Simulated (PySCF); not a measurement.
Geometry (Å), atoms numbered from 1 in this order:
```xyz
23

C    -3.335    0.901   -0.374
N    -2.115    0.189   -0.080
C    -2.052   -0.537    1.162
C    -1.102    0.210   -0.977
O    -1.154    0.807   -2.051
Si    0.617   -0.597   -0.854
C     1.934    0.758   -0.939
C     3.159    0.268   -0.139
Si    2.493   -0.785    1.288
O     1.052   -1.331    0.608
H    -3.216    1.394   -1.347
H    -3.541    1.659    0.400
H    -4.193    0.209   -0.417
H    -2.187    0.143    2.021
H    -1.079   -1.036    1.263
H    -2.847   -1.302    1.210
H     0.673   -1.605   -1.949
H     2.183    1.047   -1.971
H     1.497    1.655   -0.467
H     3.790   -0.387   -0.766
H     3.804    1.097    0.194
H     2.197    0.010    2.520
H     3.366   -1.937    1.656
```

Geometry: PBE0-D3(BJ)/def2-SVP; GIAO shifts from PySCF, gas phase, non-relativistic, averaged over equivalent atoms.

At WP04/pcSseg-1 (249 basis functions, 70 s wall time on 1 thread of an Arm Neoverse V1, shared host):
| atoms | δ (ppm) |
| --- | --- |
| C4 | 187.3 |
| C1/C3 | 34.5 |
| C7 | 11.0 |
| C8 | 9.8 |
| N2 | 141.5 |
| O5 | 447.2 |
| O10 | 49.1 |
| Si9 | -8.8 |
| Si6 | -29.2 |
| H23 | 4.34 |
| H22 | 4.24 |
| H17 | 4.16 |
| H11/H12/H13/H14/H15/H16 | 3.05 |
| H18 | 1.35 |
| H21 | 0.89 |
| H20 | 0.83 |
| H19 | 0.64 |

Referencing at the same level of theory: TMS for $^{13}$C (172.44 ppm) and $^{29}$Si (338.69 ppm) and $^{1}$H (31.56 ppm); NH3 for $^{15}$N (246.90 ppm); H2O for $^{17}$O (317.54 ppm).

Q: What do these become at PBE0/pcSseg-1?

A: 
```tsv
atoms	δ at PBE0/pcSseg-1	change
C4	185.4	-1.9
C1/C3	32.5	-2.0
C7	8.9	-2.1
C8	7.8	-2.0
N2	142.5	+1.0
O5	462.2	+15.0
O10	65.3	+16.2
Si9	2.1	+10.9
Si6	-19.6	+9.6
H23	5.11	+0.77
H22	5.00	+0.76
H17	4.84	+0.68
H11/H12/H13/H14/H15/H16	3.11	+0.06
H18	1.46	+0.11
H21	1.00	+0.11
H20	0.97	+0.14
H19	0.71	+0.07
```

Scale: TMS for $^{13}$C (σref 184.41), $^{29}$Si (σref 351.99), $^{1}$H (σref 31.27); $^{15}$N (σref 265.67) vs NH3; $^{17}$O (σref 334.56) vs H2O (reference shieldings calculated alike).

The largest change is at O10 (oxygen bonded to 2 Si, in a 5-membered ring). Cost: 249 basis functions, 95 s wall time on 1 thread of an Arm Neoverse V1, shared host. The order of the carbon signals is the same at both levels.

Unscaled 17O shifts of doubly bonded oxygen tend to come out too high, by tens of ppm or more. Experimental scales use liquid or dissolved standards, which lie at an offset from isolated NH3 (liquid NH3: subtract about 20 ppm) and H2O (liquid H2O: subtract about 36 ppm).
